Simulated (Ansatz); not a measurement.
Species: C2H5NO, SMILES `CNC=O` (C–N–C–O torsion 0°) (charge 0, multiplicity 1), formula C2H5NO.

**Question.** How many basis functions does Ansatz (a program for electronic structure) with frozen-core CCSD(T)/cc-pVTZ // B3LYP-D3(BJ)/def2-TZVP use, how many core orbitals are frozen, and how many electrons are correlated?

**Answer.** 190 basis functions and 4 frozen orbitals, which leaves 24 correlated electrons. Core time is of the order of minutes.
